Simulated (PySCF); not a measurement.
## Electronic structure of Pb (lead, neutral) at the UHF level

Configuration: [Xe] 4f14 5d10 6s2 6p2, high-spin 3P determinant. Computed with PySCF 2.14 in aug-cc-pVDZ-PP with ECP60MDF (5s4p3d, 32 functions), with scalar relativity through the core potential.

| Property | Result |
| --- | --- |
| Total energy | -191.832827 hartree |
| One-electron energy | -335.8117 hartree |
| Hartree (Coulomb) energy | 159.0136 hartree |
| Exchange energy | -15.0347 hartree |
| ⟨S²⟩ | 2.0103 |
| ⟨L²⟩ | 2.020 |
| Sum of ⟨r⟩ | 32.42 bohr |
| Sum of ⟨r²⟩ | 66.92 bohr² |
| Traceless quadrupole moment −½Σ⟨3z² − r²⟩ along its main axis | 5.26 e·bohr² |
| Time after the integrals | 0.12 s of wall time on 1 thread of Neoverse-V1 (shared host) |

```tsv
shell	electrons	mean orbital energy (eV)	spread (eV)	rms radius, mean of both spins (bohr)
5s α	1	-168.05	0	0.925
5s β	1	-167.91	0	0.925
5p α	3	-104.96	0.184	1.05
5p β	3	-104.86	0.427	1.05
5d α	5	-29.322	0.347	1.40
5d β	5	-29.113	0.562	1.40
6s α	1	-16.974	0	2.56
6s β	1	-13.742	0	2.56
6p α	2	-6.932	0	3.59
```

Energies and moments cover only the electrons outside the core potential. Spin-orbit coupling is strong in this species (close to jj coupling), so the high-spin LS determinant is a model state, not a physical level.
